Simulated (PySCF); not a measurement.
# Charge-transfer reorganisation: `C=CC(=C)CC#CC#N`, C8H7N

Molfile (atoms numbered from 1):
```
C8H7N
     RDKit          3D

 16 15  0  0  0  0  0  0  0  0999 V2000
   -2.2375    0.4559    0.1731 C   0  0  0  0  0  0  0  0  0  0  0  0
   -1.5052   -0.5006   -0.4223 C   0  0  0  0  0  0  0  0  0  0  0  0
   -0.1901   -0.9948    0.0048 C   0  0  0  0  0  0  0  0  0  0  0  0
    0.4336   -1.9785   -0.6708 C   0  0  0  0  0  0  0  0  0  0  0  0
    0.4588   -0.3913    1.2484 C   0  0  0  0  0  0  0  0  0  0  0  0
    0.9243    0.9844    1.0744 C   0  0  0  0  0  0  0  0  0  0  0  0
    1.3244    2.1250    0.9311 C   0  0  0  0  0  0  0  0  0  0  0  0
    1.7757    3.4153    0.7728 C   0  0  0  0  0  0  0  0  0  0  0  0
    2.1582    4.5081    0.6427 N   0  0  0  0  0  0  0  0  0  0  0  0
   -1.9033    0.9980    1.0650 H   0  0  0  0  0  0  0  0  0  0  0  0
   -3.2139    0.7430   -0.2322 H   0  0  0  0  0  0  0  0  0  0  0  0
   -1.9078   -0.9857   -1.3208 H   0  0  0  0  0  0  0  0  0  0  0  0
   -0.0199   -2.4301   -1.5610 H   0  0  0  0  0  0  0  0  0  0  0  0
    1.4124   -2.3622   -0.3615 H   0  0  0  0  0  0  0  0  0  0  0  0
    1.3192   -1.0152    1.5498 H   0  0  0  0  0  0  0  0  0  0  0  0
   -0.2545   -0.4201    2.0950 H   0  0  0  0  0  0  0  0  0  0  0  0
  1  2  2  0
  2  3  1  0
  3  4  2  0
  3  5  1  0
  5  6  1  0
  6  7  3  0
  7  8  1  0
  8  9  3  0
  1 10  1  0
  1 11  1  0
  2 12  1  0
  4 13  1  0
  4 14  1  0
  5 15  1  0
  5 16  1  0
M  END
```

Method used: PySCF, UKS B3LYP/def2-SV(P) four-point reorganisation energy, gas phase. Geometry: B3LYP/def2-SV(P).

The conformer changes in this relaxation, which adds to the reorganisation energy.

Task: What is the inner reorganisation energy for hole transfer, with the ionisation energy?

Result: λ = 0.193 (surface of the oxidised species) + 0.227 (surface of the starting species) = 0.420 eV. The ionisation energy is 9.04 eV vertical and 8.85 eV adiabatic without zero-point energy; at the relaxed geometry of the oxidised species the two energies differ by 8.62 eV. Largest bond changes: C3–C4 1.347 → 1.393 Å, C2–C3 1.468 → 1.430 Å, C1–C2 1.344 → 1.378 Å, C5–H16 1.107 → 1.102 Å, C3–C5 1.527 → 1.522 Å. ⟨S²⟩ of the relaxed oxidised species 0.769.
